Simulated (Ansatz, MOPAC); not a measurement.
Bond stretch in SMILES [BeH2]. The Be1–H3 bond (Be1 also carries H; H3 carries nothing else) is varied alone, starting from the PBE0/def2-TZVP optimised geometry.

- RKS-BLYP = Ansatz (a quantum-chemistry and plane-wave program) with restricted BLYP/cc-pVTZ
- UKS-BLYP = unrestricted BLYP/cc-pVTZ (Ansatz)
- AM1, restricted, heats of formation (MOPAC)
- FCI = full CI/cc-pVTZ, frozen core in Ansatz

Energies relative to the lowest point of each curve near equilibrium, in mEh:

```
R / Å  RKS-BLYP  UKS-BLYP    AM1
-----  --------  --------  -----
0.99       54.2      54.2   37.3
1.12       16.6      16.6   16.2
1.43        2.4       2.4    0.1
1.49        5.7       5.7    1.1
1.65       18.7      18.7    8.6
1.81       34.9      34.9   21.3
2.22       77.8      77.8   66.0
2.38       93.0      93.0   85.2
2.64      114.7     114.6  115.7
2.96      136.4     132.4  150.1
3.62      166.3     147.8  205.0
4.64      187.4     152.9  253.5
```

Q: Predict the corresponding FCI column.

A: 0.99: 56.4; 1.12: 17.6; 1.43: 2.3; 1.49: 5.5; 1.65: 18.6; 1.81: 34.9; 2.22: 78.1; 2.38: 92.9; 2.64: 113.0; 2.96: 130.7; 3.62: 147.7; 4.64: 152.3 (mEh).

The restricted form behind RKS-BLYP, AM1 keeps the bonding electrons paired and can't separate into open-shell fragments. The unrestricted determinant behind UKS-BLYP is spin-contaminated at 2.64 to 4.64 Å (<S²> up to 1.0, against 0.00 for a pure singlet).
